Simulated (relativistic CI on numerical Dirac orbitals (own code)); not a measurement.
Mo2+ (4d4) in a crystal field

Calculated by Dirac-Coulomb-Breit CI, separate exchange-only KLI orbitals for each configuration, a model potential for QED, valence Slater integrals scaled by 0.9, one configuration in a parametric crystal field (own radial code). With so little scaling, terms lie 10 to 35 % too far apart, which can change the order of excited levels.

Field parameters in Wybourne normalisation: Oh B⁴₀ = 21Dq, B⁴₄ = √(5/14) B⁴₀. The field is a parameter set, without covalency.

S is read from ⟨S²⟩ = S(S + 1).

Powder χT (cm³ K mol⁻¹) by Van Vleck's formula, with temperature-independent terms:

| Field | 2 K | 5 K | 10 K | 20 K | 50 K | 100 K | 200 K | 300 K |
| --- | --- | --- | --- | --- | --- | --- | --- | --- |
| Oh, 10Dq = 4700 cm⁻¹ | 0.0845 | 0.211 | 0.423 | 0.839 | 1.69 | 2.2 | 2.47 | 2.56 |
| Oh, 10Dq = 8500 cm⁻¹ | 0.11 | 0.275 | 0.55 | 1.08 | 2.03 | 2.48 | 2.68 | 2.74 |
| Oh, 10Dq = 12250 cm⁻¹ | 0.0757 | 0.189 | 0.378 | 0.756 | 1.69 | 2.34 | 2.66 | 2.74 |
| Oh, 10Dq = 16000 cm⁻¹ | 0.0196 | 0.0489 | 0.0978 | 0.196 | 0.489 | 0.963 | 1.62 | 1.93 |
| Oh, 10Dq = 19800 cm⁻¹ | 0.0149 | 0.0373 | 0.0747 | 0.149 | 0.373 | 0.741 | 1.3 | 1.55 |
| Oh, 10Dq = 23550 cm⁻¹ | 0.0155 | 0.0387 | 0.0774 | 0.155 | 0.387 | 0.767 | 1.32 | 1.55 |
| Oh, 10Dq = 27350 cm⁻¹ | 0.0158 | 0.0396 | 0.0792 | 0.158 | 0.396 | 0.784 | 1.33 | 1.55 |
| Oh, 10Dq = 31100 cm⁻¹ | 0.0161 | 0.0402 | 0.0805 | 0.161 | 0.402 | 0.795 | 1.34 | 1.56 |

Task: For Oh, 10Dq = 19800 cm⁻¹: what effective moment follows at 300 K?

Result: μ_eff = √(8χT) = 3.52 μB. The ground level has S = 1.06; the spin-only moment for S = 1 is 2.83 μB. The difference comes from the orbital moment, spin-orbit mixing of terms and temperature-independent paramagnetism, all larger in this ionic model than in covalent complexes. The ground level is a non-magnetic singlet, so χT starts at zero and rises through temperature-independent paramagnetism and the filling of excited levels.
